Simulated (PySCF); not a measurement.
**Polarisability and C₆ of P (phosphorus, neutral)**

[Ne] 3s1 3p3 4s1, high-spin 6S determinant (an excited configuration). Calculation: PySCF 2.14, in aug-cc-pVTZ-DK (6s5p3d2f, 50 functions); scalar relativity by spin-free X2C-1e. Coupled (time-dependent) response in atomic units; α is the mean over directions.

```tsv
method	mean α (bohr³)	C₆ (like pair)	S(−4)
UHF	499.1	7080	373500
PBE	397.9	5332	217000
PBE0	443.1	6199	271800
BHandHLYP	398.4	5241	225300
PBEsol	378.4	5051	188900
```

S(−4) is the Cauchy moment in α(ω) = α(0) + S(−4) ω² + …

α(iu) at PBE0:

```csv
u (hartree),α(iu) (bohr³)
0,443.1
0.0500,179.6
0.100,71.22
0.200,27.46
0.300,16.85
0.500,9.124
0.750,5.239
1.00,3.369
1.50,1.715
2.00,1.039
3.00,0.5076
5.00,0.2060
```

A single London oscillator, α(iu) = α/(1 + u²/ω²), gives C₆ = (3/4) ω α². Matching the computed C₆ needs ω = 4 × 6199 / (3 × 443.1²) = 0.0421 hartree.

The outer electron is Rydberg-like, and this basis confines it to a smaller radius and binds it less than a complete one would.
